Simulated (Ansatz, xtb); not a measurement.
**Two isomers of C4H9AlO**

Structure X: `C=[C](C)[AlH][O]C`, a singlet. Structure Y: `[AlH3-][O+]1CC=CC1`, a singlet. Both are isolated molecules in the gas phase, relaxed with r2SCAN-D4/def2-SVP; each stands in its lowest conformer found.

Estimate E(Y) − E(X) at the level CCSD(T)/def2-SVP + ΔMP2/def2-TZVPP.

Calculated at CCSD(T)/def2-SVP + ΔMP2/def2-TZVPP: E(Y) − E(X) = +156.1 kJ/mol, so structure X lies lower.

The same difference at several levels:

```
                             level            geometry  E(Y) − E(X) (kJ/mol)  departure from the last row (kJ/mol)  job, with rough time for the two
                          GFN2-xTB            GFN2-xTB                   +20.2                                −135.8              optimisation, 0.21 s
                         HF/STO-3G            GFN2-xTB                   +25.8                                −130.3              single point, 0.24 s
      r2SCAN-D4/def2-SVP//GFN2-xTB            GFN2-xTB                  +141.3                                 −14.8               single point, 2.5 s
                r2SCAN-D4/def2-SVP  r2SCAN-D4/def2-SVP                  +139.4                                 −16.7                optimisation, 64 s
                       HF/def2-SVP  r2SCAN-D4/def2-SVP                  +141.0                                 −15.1           part of the CCSD(T) run
                      MP2/def2-SVP  r2SCAN-D4/def2-SVP                  +143.1                                 −13.0           part of the CCSD(T) run
                  CCSD(T)/def2-SVP  r2SCAN-D4/def2-SVP                  +134.1                                 −21.9                      single point
CCSD(T)/def2-SVP + ΔMP2/def2-TZVPP  r2SCAN-D4/def2-SVP                  +156.1                                                      single point, 32 s
```

As drawn, Y has 1 C–O, 1 C–C, 2 Al–H in place of 1 C–Al, 2 C–H. Structure X has no ring, Y a 5-membered ring.

None of the levels shown reverses the order. The largest departure from CCSD(T)/def2-SVP + ΔMP2/def2-TZVPP is that of GFN2-xTB, 135.8 kJ/mol. The last row adds to CCSD(T) the change of the MP2 difference between the two basis sets, here +21.9 kJ/mol, a large step that makes the value less sure.

With thermal terms from frequencies at re-optimised GFN2-xTB minima (ideal gas, soft modes damped towards free rotors, one conformer each, 298.15 K, 1 atm): the zero-point term adds −13.0 kJ/mol; ΔH is +137.6 and ΔG +151.5 kJ/mol.

The correlated steps freeze 10 core orbitals. Codes used: Ansatz 0.2.0, xtb 6.7.1; the last row on 4 threads of Arm Neoverse V2 on a shared host.
